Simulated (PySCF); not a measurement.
LDA on Ni⁻ (nickel, charge -1), [Ar] 3d9 4s2, 2D determinant. Computed with PySCF 2.14 in aug-cc-pwCVTZ, with no relativity, point nucleus.

```
cycle= 1 E= -1505.54447766166  delta_E= 0.105  |g|= 0.938  |ddm|= 1.35
cycle= 2 E= -1504.54098186562  delta_E=    1  |g|= 2.77  |ddm|=  1.6
cycle= 3 E= -1505.65584839491  delta_E= -1.11  |g|= 0.505  |ddm|= 0.89
cycle= 4 E= -1505.70905250279  delta_E= -0.0532  |g|= 0.141  |ddm|= 0.552
cycle= 5 E= -1505.71447613782  delta_E= -0.00542  |g|= 0.0412  |ddm|= 0.318
cycle= 6 E= -1505.71527207675  delta_E= -0.000796  |g|= 0.0018  |ddm|= 0.0905
cycle= 7 E= -1505.71527299771  delta_E= -9.21e-07  |g|= 0.000111  |ddm|= 0.00149
cycle= 8 E= -1505.71527300743  delta_E= -9.72e-09  |g|= 4.01e-05  |ddm|= 0.000445
cycle= 9 E= -1505.71527300773  delta_E= -3.02e-10  |g|= 1.99e-06  |ddm|= 3.82e-05
converged SCF energy = -1505.71527300773  <S^2> = 0.75478606  2S+1 = 2.0047803
```

Highest occupied orbital energy: 1.883 eV; ⟨L²⟩ = 6.02; populations by l: s 8.00, p 12.00, d 9.00, f 0.00.

Task: Can this result be used?

Result: With care. Self-consistency was reached. At LDA the highest occupied level has a positive energy, so only the finite basis holds that electron; in a semilocal or global hybrid functional this comes from self-interaction and does not mean that the real anion is unbound.
